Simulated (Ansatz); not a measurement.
`[NH2][InH2]` + HI → `[InH2][I]` + NH₃ at 600 K and 1 bar (ligand exchange at the In–N bond).

Isolated molecules relaxed with PBE0-D4/def2-TZVP in Ansatz; ΔE leaves out vibrations. CCSD(T)/CBS adds triple-zeta CCSD(T) − MP2 to the extrapolated MP2 energy (def2 sets, frozen cores). This one scheme is used for every species. def2 core potentials past Kr. For I, In outer-core shells are correlated without core-valence functions, which leaves a few kJ/mol of doubt a bond.

```
      species  CCSD(T)/CBS energy (Eh)  H − E (kJ/mol)  S (J/(mol·K))
`[NH2][InH2]`               -246.90424           135.4          338.1
           HI               -298.03592            31.6          227.0
  `[InH2][I]`               -488.48444            64.6          338.9
          NH₃                -56.50880           112.4          219.5
```

H − E and S are ideal-gas, rigid-rotor, harmonic terms from PBE0-D4/def2-TZVP. 1 Eh = 2625.50 kJ/mol, R = 8.31446 J/(mol·K).

Question: By hand: ΔE, ΔH, ΔS and ΔG.

Answer: ΔE = (-488.48444) + (-56.50880) − (-246.90424) − (-298.03592) = -0.05308 Eh = -139.4 kJ/mol. Δ(H − E) = 64.6 + 112.4 − 135.4 − 31.6 = 10.0, so ΔH = -129.4 kJ/mol. ΔS = 338.9 + 219.5 − 338.1 − 227.0 = -6.7 J/(mol·K). ΔG = -129.4 − 600 × (-6.7)/1000 = -125.4 kJ/mol.

Question: By hand: the equilibrium constant, and the temperature at which ΔG would vanish if ΔH and ΔS stayed fixed.

Answer: log₁₀ K = −ΔG/(RT ln 10) = 10.9. ΔG = 0 at ΔH/ΔS = 19313 K, far beyond where these terms or the molecules hold.

The number of gas molecules stays the same, so ΔS is small and ΔH decides. A doubt of 5 kJ/mol in ΔE shifts log₁₀ K by 0.4 here. These are equilibria of isolated gas molecules and say nothing of rates. Largest T1 diagnostic: 0.016 (customary marks: 0.02 for closed shells, 0.045 for open ones).
